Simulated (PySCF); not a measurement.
Excitation energy of Zn²⁺ by level of theory

Zn²⁺ [Ar] 3d10 (1S) → Zn²⁺ [Ar] 3d9 4s1 (3D), as a difference of total energies. Computed with PySCF 2.14 in ANO-RCC-VTZP, with the spin-free X2C one-electron Hamiltonian (Gaussian nucleus). Correlated levels: valence: [Ar] frozen. The calculations carry no spin-orbit coupling.

```csv
method,excitation energy (eV)
UHF,8.041
MP2 (valence),10.209
SCS-MP2 (valence),10.012
CCSD (valence),9.589
CCSD(T) (valence),9.676
```

How much does correlation contribute at CCSD(T) (valence)?

9.676 − (8.041) = 1.635 eV, measured against UHF.

A first-order spin-orbit estimate (lowest level to lowest level, LS coupling) adds -0.149 eV.

The basis was made for the ground configuration and has no added diffuse functions, so the excitation energy can come out too high.
